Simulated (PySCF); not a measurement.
C₂H₉GaSi, SMILES [CH3][Ga]([CH3])[SiH3], CAM-B3LYP/def2-SVP optimised geometry.

```
13

Ga     0.07    -0.43     0.00
C     -0.83    -2.18     0.03
H     -0.47    -2.79     0.88
H     -0.58    -2.74    -0.89
H     -1.93    -2.12     0.09
C      2.04    -0.43     0.00
H      2.42    -0.89     0.93
H      2.49     0.58    -0.08
H      2.42    -1.04    -0.83
Si    -1.20     1.64     0.00
H     -0.44     2.79    -0.58
H     -1.55     2.01     1.40
H     -2.49     1.52    -0.75
```

Density from PySCF with CAM-B3LYP/def2-TZVP at that geometry.

Minimum of the electron density along straight lines between bonded atoms, close to the bond critical point (lines longer than 1.1 times the sum of covalent radii, or with two minima, are not listed):

```json
[
 {"bond": "Ga1–C2", "length / Å": "1.975", "ρ at the minimum / e bohr⁻³": "0.113", "∇²ρ there / e bohr⁻⁵": "0.20", "position (fraction from the first atom)": "0.48"},
 {"bond": "C2–H3", "length / Å": "1.102", "ρ at the minimum / e bohr⁻³": "0.265", "∇²ρ there / e bohr⁻⁵": "-0.86", "position (fraction from the first atom)": "0.64"},
 {"bond": "C2–H4", "length / Å": "1.103", "ρ at the minimum / e bohr⁻³": "0.264", "∇²ρ there / e bohr⁻⁵": "-0.86", "position (fraction from the first atom)": "0.64"},
 {"bond": "C2–H5", "length / Å": "1.099", "ρ at the minimum / e bohr⁻³": "0.269", "∇²ρ there / e bohr⁻⁵": "-0.89", "position (fraction from the first atom)": "0.64"},
 {"bond": "Ga1–C6", "length / Å": "1.975", "ρ at the minimum / e bohr⁻³": "0.113", "∇²ρ there / e bohr⁻⁵": "0.20", "position (fraction from the first atom)": "0.48"},
 {"bond": "C6–H7", "length / Å": "1.103", "ρ at the minimum / e bohr⁻³": "0.264", "∇²ρ there / e bohr⁻⁵": "-0.86", "position (fraction from the first atom)": "0.64"},
 {"bond": "C6–H8", "length / Å": "1.099", "ρ at the minimum / e bohr⁻³": "0.269", "∇²ρ there / e bohr⁻⁵": "-0.89", "position (fraction from the first atom)": "0.64"},
 {"bond": "C6–H9", "length / Å": "1.102", "ρ at the minimum / e bohr⁻³": "0.265", "∇²ρ there / e bohr⁻⁵": "-0.86", "position (fraction from the first atom)": "0.64"},
 {"bond": "Ga1–Si10", "length / Å": "2.422", "ρ at the minimum / e bohr⁻³": "…", "∇²ρ there / e bohr⁻⁵": "…", "position (fraction from the first atom)": "0.47"},
 {"bond": "Si10–H11", "length / Å": "1.493", "ρ at the minimum / e bohr⁻³": "0.118", "∇²ρ there / e bohr⁻⁵": "0.15", "position (fraction from the first atom)": "0.49"},
 {"bond": "Si10–H12", "length / Å": "1.496", "ρ at the minimum / e bohr⁻³": "0.117", "∇²ρ there / e bohr⁻⁵": "0.15", "position (fraction from the first atom)": "0.49"},
 {"bond": "Si10–H13", "length / Å": "1.494", "ρ at the minimum / e bohr⁻³": "0.118", "∇²ρ there / e bohr⁻⁵": "0.15", "position (fraction from the first atom)": "0.49"}
]
```

Question: Fill in the missing entries.

Answer: 
- Ga1–Si10, ρ at the minimum / e bohr⁻³: 0.080
- Ga1–Si10, ∇²ρ there / e bohr⁻⁵: -0.06
